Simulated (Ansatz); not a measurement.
C2H7NSi can be A, `C[SiH2]C=N`, or B, `C=C(N)[SiH3]`.

Calculated with Ansatz (gas phase, PBE0-D4/def2-TZVP geometries, no zero-point term in ΔE). CCSD(T)/CBS is the MP2 limit (def2-TZVPP, def2-QZVPP) plus CCSD(T) − MP2 in def2-TZVPP, frozen cores. DFT in def2-TZVPP. B3LYP here is the variant with VWN-RPA as its local correlation; programs differ in this. Each species was taken in one conformer, which may not be the lowest.

**Question.** Which isomer does CCSD(T)/CBS put lower? Give the gap. (Estimate.)

**Answer.** The calculation gave: A, by 5.4 kcal/mol.

**Question.** Give E(B) − E(A) in kcal/mol with HF/def2-TZVPP, PBE-D4, ωB97M-V, B3LYP-D4, CCSD/def2-TZVPP, B2PLYP, r2SCAN-D4. (Estimate.)

**Answer.** The calculation gave: HF/def2-TZVPP 5.6, PBE-D4 3.8, ωB97M-V 5.1, B3LYP-D4 4.0, CCSD/def2-TZVPP 6.2, B2PLYP 5.0, r2SCAN-D4 4.0. None reverses the order clearly.

**Question.** Does the order hold for the free energy at 298.15 K (harmonic terms from PBE0-D4)? (An estimate is asked.)

**Answer.** Computed: Yes: G(B) − G(A) = +5.5 kcal/mol, for one conformer each.

Largest T1 diagnostic: 0.012.

From BLYP to BHLYP (50 % exact exchange), in def2-TZVPP and without D4, E(B) − E(A) moves by −0.9 kcal/mol. Leaving LDA and LC-ωPBE aside and taking each functional with its dispersion term where it has one, the values, not all of them listed here, spread over 1.6 kcal/mol, from PBE0-D4 to B97M-V. LDA lies −4.7 kcal/mol from PBE without D4.
